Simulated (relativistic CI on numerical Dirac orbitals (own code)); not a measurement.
**Sensitivity of the levels of Ag²²⁺ to α and to the nuclear radius**

Method of calculation: Dirac-Coulomb-Breit CI, separate exchange-only KLI orbitals for each configuration, derivatives by finite differences, unscaled Slater integrals, QED left out (own radial code, finite nucleus).

Configurations in the expansion (outside the closed core [Ne]): 3s²3p⁶3d⁷, 3s²3p⁵3d⁸, 3s²3p⁴3d⁹, 3s3p⁶3d⁸, 3p⁶3d⁹, 3s3p⁵3d⁹, 3s²3p⁶3d⁶4s, 3s²3p⁶3d⁶4p. Levels of other configurations are missing.

With x = (α/α₀)² − 1 an excitation energy changes as ω = ω₀ + qx; K = 2q/ω₀ is the relative enhancement. Terms are leading LS components, so labels can repeat. The field-shift factor is F = δν/δ⟨r²⟩ for the transition from the lowest level.

Lowest level 3s²3p⁶3d⁷ ⁴F9/2.

```csv
Level,ω₀ (cm⁻¹),q (cm⁻¹),F (GHz/fm²)
3s²3p⁶3d⁷ ⁴F7/2,43217,49270,0.352
3s²3p⁶3d⁷ ²P3/2,51437,6299,0.0366
3s²3p⁶3d⁷ ⁴F5/2,52316,31780,0.25
3s²3p⁶3d⁷ ⁴F3/2,78249,51460,0.386
3s²3p⁶3d⁷ ⁴P5/2,88350,44000,0.395
3s²3p⁶3d⁷ ²G9/2,89841,37660,0.349
3s²3p⁶3d⁷ ⁴P1/2,102955,47010,0.361
3s²3p⁶3d⁷ ²H11/2,121518,42880,0.462
3s²3p⁶3d⁷ ²G7/2,122353,62190,0.525
3s²3p⁶3d⁷ ⁴P3/2,138382,89930,0.686
3s²3p⁶3d⁷ ²D5/2,138697,79430,0.625
3s²3p⁶3d⁷ ²P1/2,158996,99240,0.695
3s²3p⁶3d⁷ ²H9/2,166380,94370,0.817
```

At this charge energies of transitions that change n are usually good to better than 1 %, and those within a shell (Δn = 0) to a few per cent. Terms inside the open d or f shell come out 10 to 20 % too wide with unscaled integrals.

Which transition from the lowest level has the largest |K|?

3s²3p⁶3d⁷ ⁴F7/2 at 43217 cm⁻¹, K = 2.28.
